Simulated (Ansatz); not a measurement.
Mulliken charges of BFH4O2Si, SMILES `B[Si](O)(O)F` from B3LYP/def2-TZVPP in Ansatz (PBE0-D4/def2-TZVP geometry).

```
atom   x (Å)   y (Å)   z (Å)  charge (e)
  B1  -0.435   0.357  -1.533      -0.135
 Si2   0.120   0.112   0.378       0.741
  O3   0.892  -1.296   0.706      -0.389
  O4  -1.164   0.177   1.374      -0.396
  F5   1.141   1.309   0.693      -0.320
  H6  -1.501   0.799  -1.838       0.065
  H7   0.319   0.074  -2.417       0.051
  H8   1.775  -1.419   0.354       0.191
  H9  -1.059  -0.159   2.266       0.190
```

Problem. By hand: the dipole of these point charges (1 e Å = 4.8032 D).

Solution. Σ q r = (-0.047, -0.196, -0.298) e Å, of length 0.360 e Å = 1.73 D.

Problem. How does the dipole of the full density compare? (Estimate.)

Solution. The calculation gave: (0.161, -0.234, -0.049) e Å, 1.38 D; the point charges give 1.25 times that, at 59° from its direction.

Point charges leave out the atoms' own dipoles, such as those of lone pairs, and Mulliken's split depends on the basis, so the two needn't agree.

B3LYP here is the variant with VWN-RPA as its local correlation; programs differ in this.
